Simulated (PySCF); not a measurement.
**Multinuclear NMR of C7H7BO3**

Bonds (- single, = double, # triple, : aromatic): B1-O2, O2-C3, C3=C4, C4-C5, C5:C6, C6:C7, C7:C8, C8:O9, C4-C10, C10=O11, O11-B1, O9:C5. B1 carries H12, H13; C3 carries H14; C6 carries H15; C7 carries H16; C8 carries H17; C10 carries H18. Formal charges: B1 -1, O11 +1.

How the numbers were obtained: PBE0-D3(BJ)/def2-SVP structure, σ from GIAO-PBE0/pcSseg-1, B3LYP/pcJ-1 coupling constants (spin–dipole term only in couplings to heteroatoms), in PySCF 2.14 (averaged over atoms made equivalent by symmetry, fast rotation or ring inversion, gas phase, non-relativistic Hamiltonian, single conformer).

What are the ¹⁷O shifts?

Answers


```json
{"atoms": "O2/O11", "environment": "oxygen bonded to C, B, in a 6-membered ring", "σ (ppm)": "49.1", "δ (ppm)": "220.3"}
{"atoms": "O9", "environment": "aromatic ring oxygen", "σ (ppm)": "51.5", "δ (ppm)": "218.1"}
```

Shieldings were converted by a linear fit to measured shifts: ¹⁷O: δ = 264.06 − 0.892σ (rms 13.4 ppm, 147 shifts, 14.2 ppm with the 1 outlier that the fit left out vs liquid water, solution or neat liquid). Occasional misses reach two or three times the rms, and more in compound classes unlike the fitted ones. Couplings are scaled by factors fitted to measured values: ³J(H,H) × 0.91 (rms 0.4 Hz, 0.5 with 2 outliers); all others are unscaled and can be 10–30 % off.

Couplings (the largest are listed; each averaged over equivalent pairs; quadrupolar broadening usually hides them): ¹J(B1,O2) = 11.7 Hz, ²J(O9,H17) = -21.8 Hz, ²J(O11,H18) = -16.9 Hz, ²J(O2,H14) = -16.3 Hz, ²J(O2,H12) = -9.7 Hz, ²J(O11,H12) = -9.6 Hz, ³J(O9,H16) = -3.6 Hz, ³J(O9,H15) = -3.1 Hz.

On a 600 MHz spectrometer ¹⁷O resonates near 81.3 MHz, so 1 ppm is 81.3 Hz.
